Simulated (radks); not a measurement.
Results of a calculation; reference values are marked as such.
Spherical quantum dot in the effective-mass picture: electrons in a hard-walled sphere of radius 8.63, all in effective atomic units (hartree* = m*/eps^2 hartree, bohr* = eps/m* bohr), one dielectric constant everywhere. Level of theory: non-relativistic Kohn-Sham, LDA (Slater exchange, Perdew-Wang correlation), spin-polarised, spherical densities (a radial shooting solver with Libxc functionals). Levels are named by radial order and angular momentum (1s, 1p, 1d, 2s, ...), and open shells are averaged over m.

N = 21, configuration 1s2 1p6 1d10 1f(up 3, down 0). This is the lowest configuration that the search found. Occupied and some empty levels:

level    occupation  eigenvalue (hartree*)  <r> (bohr*)
1s up             1                 2.9412        6.423
1s down           1                 2.9543        6.406
1p up             3                 2.9679        6.492
1p down           3                 2.9812        6.480
1d up             5                 3.0189        6.580
1d down           5                 3.0325        6.572
1f up             3                 3.0922        6.669
1f down           0                 3.1060        6.664
1g up             0                 3.1863        6.754
1g down           0                 3.2003        6.751
2s up             0                 3.2841        4.002
2s down           0                 3.2880        3.980
2p up             0                 3.3773        4.618
2p down           0                 3.3827        4.602
2d up             0                 3.4987        5.016
2d down           0                 3.5054        5.003

Energy (hartree*): total 33.1251, kinetic 5.9544, external 0, Hartree 31.438, exchange-correlation -4.2673.
